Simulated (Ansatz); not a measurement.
Program: Ansatz. Geometries: PBE0-D4/def2-TZVP. ΔE: electronic, gas phase. CBS: MP2 limit from def2 TZ/QZ plus the TZ coupled-cluster correction, frozen cores. Elements past krypton have def2 core potentials. For In outer-core shells are correlated without core-valence functions, which leaves a few kJ/mol of doubt a bond. Each species was taken in one conformer, which may not be the lowest.

`C=C[Si](C)(O)F` + `[OH][InH2]` → `C=C[O][InH2]` + `C[SiH](O)F`  (substitution at a C–Si bond)

```tsv
species	CCSD(T)/CBS(def2) energy (Eh)
`C=C[Si](C)(O)F`	-582.54598
`[OH][InH2]`	-266.78179
`C=C[O][InH2]`	-344.06070
`C[SiH](O)F`	-505.24344
```

Task: Work out ΔE.

Result: ΔE = (-344.06070) + (-505.24344) − (-582.54598) − (-266.78179) = 0.02363 Eh = +14.8 kcal/mol.

Largest T1 diagnostic among the species: 0.017.

In def2-TZVPP, CCSD(T) changes the Hartree–Fock value by +2.4 kcal/mol (the triples alone add −0.1 kcal/mol) and MP2 by +3.1 kcal/mol. From PBE to PBE0 (25 % exact exchange), in def2-TZVPP and without D4, ΔE moves by +0.8 kcal/mol. The D4 term adds +0.9 kcal/mol with B3LYP and +0.5 kcal/mol with PBE0; it sums over pairs of atoms, weighted by their polarisabilities, and B3LYP, whose exchange is more repulsive, gets the larger term.

B3LYP here is the variant with VWN-RPA as its local correlation; programs differ in this.
